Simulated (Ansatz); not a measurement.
```xyz
12

N     0.7558   -0.3570   -2.0539
P    -0.9254   -0.6007   -1.8988
Ga   -1.3568   -0.0955    0.3181
O    -2.9809    0.1803    1.0043
O    -0.0323   -0.0264    1.5192
Al    1.6207    0.2130    1.6982
H     1.2675   -1.1927   -2.2851
H     1.2711    0.2296   -1.4148
H    -1.4211    0.6499   -2.3619
H    -2.9527    0.3376    1.9517
H     2.4378    0.7428    0.4371
H     2.3163   -0.0810    3.0859
```

The species carries charge 0 and has multiplicity 1.

Problem. List the ωB97M-V/def2-TZVPP orbital energies in eV (Ansatz). (Best estimate.)

Solution. Computed: Occupied: -10153.50, -2105.84, -1532.06, -1256.95, -1111.16, -1111.04, -1111.02, -525.60, -525.47, -394.71, -183.26, -154.44, -131.92, -131.87, -131.80, -116.67, -106.96, -106.71, -106.67, -76.35, -76.16, -76.13, -29.96, -29.16, -27.28, -25.96, -25.94, -25.94, -25.76, -25.48, -19.98, -16.83, -16.26, -15.24, -14.30, -13.56, -12.74, -12.28, -12.01, -11.56, -11.28, -10.64, -9.80, -9.13. Lowest empty: 0.46, 0.87, 1.21, 1.60, 2.48, 2.64, 3.13, 3.38.
